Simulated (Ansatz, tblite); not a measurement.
Cost and result up the ladder for [AlF4]- (AlF₄⁻) (5 atoms). Charge -1, multiplicity 1. Geometry: r2SCAN-D4/def2-SVPD.

```xyz
5

Al    0.000    0.000    0.000
F    -1.510   -0.201   -0.782
F     1.011   -1.334   -0.360
F    -0.241    0.093    1.693
F     0.741    1.443   -0.550
```

Ansatz on 4 threads of Arm Neoverse V2 on a shared host; xTB runs through tblite on one thread. Times are rough, summed over both states, and most runs start from the orbitals of an earlier one. PBE0-D4/def2-TZVPD serves as the yardstick here, not as an exact answer. The other state is a doublet.

The xTB rows come from tblite. HOMO above LUMO, or a gap near zero within one spin, warns that the state may not be the lowest or that an electron is smeared out.

Raw xTB energies of ions are shifted by several eV.

```
               level  functions  wall time
            GFN2-xTB         25    0.004 s
            GFN1-xTB         25    0.005 s
   PBE-D4/def2-TZVPD        203      4.3 s
  PBE0-D4/def2-TZVPD        203       11 s
r2SCAN-D4/def2-TZVPD        203       15 s
```

Estimate what each level gives for the vertical IE (eV).


```tsv
level	vertical IE (eV)	difference from PBE0-D4/def2-TZVPD (eV)	remarks
GFN2-xTB	11.28	3.49	–
GFN1-xTB	11.57	3.78	–
PBE-D4/def2-TZVPD	6.83	-0.97	gap within one spin near zero (doublet)
PBE0-D4/def2-TZVPD	7.79	0.00	–
r2SCAN-D4/def2-TZVPD	7.17	-0.63	–
```
